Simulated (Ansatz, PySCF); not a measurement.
Molecule: sum formula BNH$_{2}$F$_{2}$, net charge 0, singlet state. 
Structure (B3LYP-D3(BJ)/def2-TZVP (Ansatz, an electronic-structure program) minimum search):
```
B
F 1 1.3346
F 1 1.3346 2 117.54
N 1 1.3941 2 121.23 3 180.00
H 4 1.0045 1 122.46 2 -180.00
H 4 1.0045 5 115.08 1 -180.00
```
Charge 0, spin multiplicity 1.

Wanted: atomisation energy (electronic, to ground-state atoms), in kcal/mol. Valence correlation only, unless marked. Open shells are spin-unrestricted. Spin-orbit coupling is left out. Non-relativistic unless marked X2C. The coupled-cluster limit lacks core correlation, which all-electron functionals hold. Basis-set limits of correlation are two-point, X^-3; Hartree-Fock from the larger set. The bracket is a focal-point correction in the basis named.

| level | program | atomisation energy (kcal/mol) | minus last row |
|---|---|---|---|
| HF/aug-cc-pVQZ | Ansatz | 457.7 | -161.7 |
| PBE-D3(BJ)/def2-TZVPD | Ansatz + dftd3 | 635.9 | 16.5 |
| BLYP/def2-TZVPD | Ansatz | 620.6 | 1.2 |
| B3LYP-D3(BJ)/def2-TZVPD | Ansatz + dftd3 | 620.5 | 1.1 |
| PBE0/STO-3G | Ansatz | 653.8 | 34.4 |
| PBE0-D4/def2-TZVPD | Ansatz + dftd4 | 618.8 | -0.6 |
| PBE0/def2-QZVPP | Ansatz | 619.2 | -0.2 |
| TPSSh-D4/def2-TZVPD | PySCF + dftd4 | 613.3 | -6.1 |
| r2SCANh-D4/def2-TZVPD | Ansatz + dftd4 | 614.9 | -4.5 |
| HSE06-D3(BJ)/def2-TZVPD | Ansatz + dftd3 | 619.1 | -0.3 |
| HSE06-D4/def2-TZVPD | Ansatz + dftd4 | 619.4 | 0.0 |
| RPA@PBE/cc-pVTZ | Ansatz | 570.0 | -49.4 |
| MP2/STO-3G | Ansatz | 524.2 | -95.2 |
| MP2/6-31G | Ansatz | 526.2 | -93.2 |
| MP2/aug-cc-pVDZ | Ansatz | 594.1 | -25.3 |
| SCS-MP2/6-31G | Ansatz | 522.5 | -96.9 |
| SCS-MP2/aug-cc-pVDZ | Ansatz | 583.8 | -35.6 |
| SCS-MP2/cc-pVTZ | Ansatz | 615.6 | -3.8 |
| X2C-CCSD(T)/cc-pVTZ-DK | Ansatz | 601.9 | -17.5 |
| RI-MP2/CBS(cc-pVTZ,cc-pVQZ)+[CCSD(T)-MP2]/cc-pVDZ | Ansatz | 620.5 | 1.1 |
| CCSD(T)/CBS(cc-pVTZ,cc-pVQZ) | Ansatz | 619.4 | 0.0 |
